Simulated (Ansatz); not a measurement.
Reactions of `BC[SiH2]S[SiH3]`.

Calculated with Ansatz (gas phase, PBE0-D4/def2-TZVP geometries, no zero-point term in ΔE). CCSD(T)/CBS is the MP2 limit (def2-TZVPP, def2-QZVPP) plus CCSD(T) − MP2 in def2-TZVPP, frozen cores. This one scheme is used for every species. DFT in def2-TZVPP. def2 core potentials past Kr. For I, In outer-core shells are correlated without core-valence functions, which leaves a few kJ/mol of doubt a bond. One conformer a species, not always the lowest.

```
                                                                              reaction  PBE-D4 (kcal/mol)  MP2/CBS(def2) (kcal/mol)  CCSD/CBS(def2) (kcal/mol)
           `BC[SiH2]S[SiH3]` + `F[SiH2]O[SiH3]` → `B[SiH2]O[SiH2]F` + `C[SiH2]S[SiH3]`                9.8                      12.4                        9.4
                                      `BC[SiH2]S[SiH3]` + HI → `BI` + `C[SiH2]S[SiH3]`              -12.3                     -14.6                      -14.1
                                     `BC[SiH2]S[SiH3]` + H–F → `BC[SiH2]F` + `[SiH3]S`              -12.4                     -13.5                      -17.3
                    `BC[SiH2]S[SiH3]` + `[AlH2][SH]` → `[AlH2][S][SiH3]` + `BC[SiH2]S`                1.5                       1.0                       -0.1
`BC[SiH2]S[SiH3]` + `[CH3][In]([NH2])[OH]` → `[CH3][In]([NH2])[O][SiH3]` + `BC[SiH2]S`               -7.2                     -10.5                      -13.1
```

Task: Give the CCSD(T)/CBS values in the same order. (Estimate.)

Result: Ansatz gave: 10.3, -13.9, -15.4, 0.6, -11.7 kcal/mol.

Largest T1 diagnostic: 0.015, for `[CH3][In]([NH2])[OH]`.
